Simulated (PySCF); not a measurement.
**Electron correlation in Ge¹⁴⁺ (germanium, charge +14)**

[Ar], closed-shell 1S. All numbers are calculated (PySCF 2.14, the spin-free X2C one-electron Hamiltonian (Gaussian nucleus), in an uncontracted even-tempered set (19 s from 1.1 bohr⁻², ratio 2.5; 12 p from 1.4 bohr⁻², ratio 2.5; 5 d from 8.6 bohr⁻², ratio 2.7; 4 f from 13 bohr⁻², ratio 2.7)). Frozen: 1s2; 16 electrons correlated; the 22 highest virtual orbitals of each spin left out.

| level | correlation energy (mhartree) |
| --- | --- |
| CCSD | -606.89 |
| (T) | -2.77 |
| CCSD(T) | -609.66 |

Diagnostics: T1 = 0.0011, D1 = 0.0025, largest double amplitude 0.025.

Problem. Is a single reference adequate?

Solution. Yes, within this model without spin-orbit coupling: T1 lies below 0.03 and no double amplitude reaches 0.07.

At this charge the one-electron X2C treatment keeps the bare 1/r₁₂, with no two-electron picture change or Breit term. The effect here is smaller than on the frozen 1s shell; and a scalar Hamiltonian misses the large spin-orbit splitting of the p shells, which matters for ns² → np² pairs.
